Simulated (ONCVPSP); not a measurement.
**Transferability test, ONCV potential for silicon (Si)**

```
Element                 : Si (Z = 14)
Generator               : ONCVPSP 4.0.1
Type                    : optimised norm-conserving Vanderbilt (ONCV)
Functional              : PBE
Relativity              : scalar-relativistic
Frozen core             : [Ne]
Valence charge          : 4
Reference configuration : 3s2 (charge +2)
Partial waves           : 3s: rc 1.55 bohr, ncon 4, nbas 8, qcut 3.5 1/bohr, 2 projectors, debl 0.3 Ha; p scattering state at 0.14 Ha: rc 1.50 bohr, ncon 3, nbas 7, qcut 5.4 1/bohr, 2 projectors, debl 3.4 Ha
Local potential         : polynomial inside 1.00 bohr (lpopt 3, dvloc0 4 Ha)
Core correction         : Teter function, fcfact 4.75, rcfact 1.75
```

In the s channel the program set the typed energies aside and used -1.049, 0.250 Ha. In the p channel the program set the typed energies aside and used 0.050, 3.450 Ha.

Energies are relative to the spin-unpolarised reference configuration 3s2; without spin polarisation the order of configurations can differ from experiment.

```json
{"valence configuration": "3s2 3p1", "charge": "+1", "ΔE all-electron (eV)": "-15.993", "error AE − PS (meV)": "-26"}
{"valence configuration": "3s1", "charge": "+3", "ΔE all-electron (eV)": "33.971", "error AE − PS (meV)": "-149"}
```

What are ΔE and the potential's error for 3s2 3p2?

ΔE = -23.733 eV all-electron; the error (AE − PS) is -89 meV.

What are ΔE and the potential's error for 3s2 3p1.5?

ΔE = -20.811 eV all-electron; the error (AE − PS) is -59 meV.

Levels in the configuration 3s2 3p2:

| level | all-electron (eV) | pseudo (eV) |
| --- | --- | --- |
| 3s | -10.813 | -10.714 |
| 3p | -4.081 | -4.027 |
